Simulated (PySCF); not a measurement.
## One change at a time: excitation energies

Computed, not measured: TDDFT CAM-B3LYP/def2-SVPD, vertical, gas phase, core orbitals frozen in the response (PySCF). Geometries: PBE0-D3(BJ)/def2-SVP; one conformer of each isolated species. Triplets are in the Tamm–Dancoff approximation. 'Strongest' means the level of largest summed f among the lowest 10 singlets; it needn't be the same kind of state in each. Atoms past krypton carry core potentials; spin–orbit coupling is left out.

Parent: SeCl2Me2, `C[Se](C)(Cl)Cl`, with lowest singlet excitation energy 4.92 eV, oscillator strength of the strongest level 0.62, mean static polarisability 97.0 au, S1–T1 gap 1.24 eV, HOMO–LUMO gap 8.01 eV. Its spectrum: 252 nm (f 0.069); 238 nm (f 0.000); 234 nm (f 0.006 summed over 2 states); 204 nm (f 0.096); 203 nm (f 0.625).

Shifts from the parent:

```csv
change,SMILES,Δ S1 (eV),Δ f (strongest),Δ α (au),Δ S1−T1 (eV),Δ gap (eV)
halide: Cl to Br,C[Se](C)(Br)Br,-0.85,+0.30,+25.3,-0.01,-1.14
halide: Cl to I,C[Se](C)(I)I,-1.83,+0.51,+73.0,-0.02,-2.46
```

(1) Predict the same shifts for this change: halide: Cl to F (`C[Se](C)(F)F`).

Answers

(1) Δ lowest singlet excitation energy +2.30 eV, Δ oscillator strength of the strongest level -0.53, Δ mean static polarisability -39.8 au, Δ S1–T1 gap -0.05 eV, Δ HOMO–LUMO gap +2.40 eV. Spectrum: 7.23 eV (f 0.095); 7.57 eV (f 0.050); 7.71 eV (f 0.060); 8.36 eV (f 0.007); 8.50 eV (f 0.039). S1 falls most with halide: Cl to I (-1.83 eV), and it rises most with halide: Cl to F (+2.30 eV). S1 is simply the lowest singlet of each species and needn't be the same kind of state throughout.

Lowest levels of each derivative:
- `C[Se](C)(Br)Br`: 4.07 eV (f 0.060); 4.25 eV (f 0.000); 4.28 eV (f 0.002)
- `C[Se](C)(I)I`: 3.10 eV (f 0.043); 3.18 eV (f 0.001); 3.20 eV (f 0.001 summed over 2 states)
- `C[Se](C)(F)F`: 7.23 eV (f 0.095); 7.57 eV (f 0.050); 7.71 eV (f 0.060)
